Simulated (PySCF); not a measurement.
## Polarisability and C₆ of Ne²⁺ (neon, charge +2)

[He] 2s2 2p4, high-spin 3P determinant. Computed with PySCF 2.14 in aug-cc-pwCVTZ (7s6p4d2f, 59 functions), with no relativity, point nucleus. Coupled (time-dependent) response in atomic units; α is the mean over directions.

```
method  mean α (bohr³)            α xx, yy, zz  C₆ (like pair)   S(−4)
   UHF          0.8341  0.9075, 0.6873, 0.9075           1.042  0.3606
   PBE          0.8759  0.9409, 0.7460, 0.9409           1.119  0.3915
  PBE0          0.8606  0.9277, 0.7263, 0.9277           1.092  0.3779
  MN15          0.8716  0.9398, 0.7354, 0.9398           1.089  0.4230
  PW91          0.8722  0.9375, 0.7415, 0.9375           1.112  0.3893
```

S(−4) is the Cauchy moment in α(ω) = α(0) + S(−4) ω² + …

α(iu) at PBE0:

| u (hartree) | α(iu) (bohr³) |
| --- | --- |
| 0 | 0.8606 |
| 0.0500 | 0.8596 |
| 0.100 | 0.8568 |
| 0.200 | 0.8460 |
| 0.300 | 0.8290 |
| 0.500 | 0.7824 |
| 0.750 | 0.7134 |
| 1.00 | 0.6439 |
| 1.50 | 0.5201 |
| 2.00 | 0.4212 |
| 3.00 | 0.2848 |
| 5.00 | 0.1495 |

A single London oscillator, α(iu) = α/(1 + u²/ω²), gives C₆ = (3/4) ω α². Matching the computed C₆ needs ω = 4 × 1.092 / (3 × 0.8606²) = 1.97 hartree.

For an ion, C₆ is the dispersion term alone; charge-induced terms of lower order in 1/R come first.

The components differ because the open shell of this determinant is not spherical; for a pure term their mean is the scalar polarisability.
